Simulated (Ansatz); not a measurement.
System: ZrH₄S, charge 0, singlet. ZrH4S (SMILES [SH][ZrH3]).
B3LYP-D3(BJ)/def2-TZVP minimum from Ansatz (a first-principles code):
```
Zr
H 1 1.8482
H 1 1.8482 2 109.02
H 1 1.8518 2 111.39 3 -123.33
S 1 2.4228 2 108.09 3 117.27
H 5 1.3548 1 86.83 2 121.07
```

Atomisation energy term by term, kcal/mol (programs: Ansatz). UHF or UKS for unpaired electrons; spin-orbit terms are left out. Cores are frozen in correlated methods (noble-gas shells, and filled d and f shells in the p block). Past Kr the def2 sets carry scalar-relativistic core potentials. CBS(X,Y): correlation extrapolated as X^-3, Hartree-Fock from the larger set. A bracket is a step between two methods taken in the basis named. For partners of very few electrons the exact lower level stands in for a higher one.

| term | basis | kcal/mol |
|---|---|---|
| Hartree-Fock | def2-QZVPP | 285.15 |
| CCSD correlation | CBS(def2-TZVPP,def2-QZVPP) | 102.34 |
| (T) | CBS(def2-TZVPP,def2-QZVPP) | 5.28 |
| CCSDT(Q) - CCSD(T) | def2-TZVPP | -0.18 |
| sum: De |  | 392.6 |

The step beyond CCSD(T) by other levels: CCSDT(Q) in def2-SVP 0.08 kcal/mol.
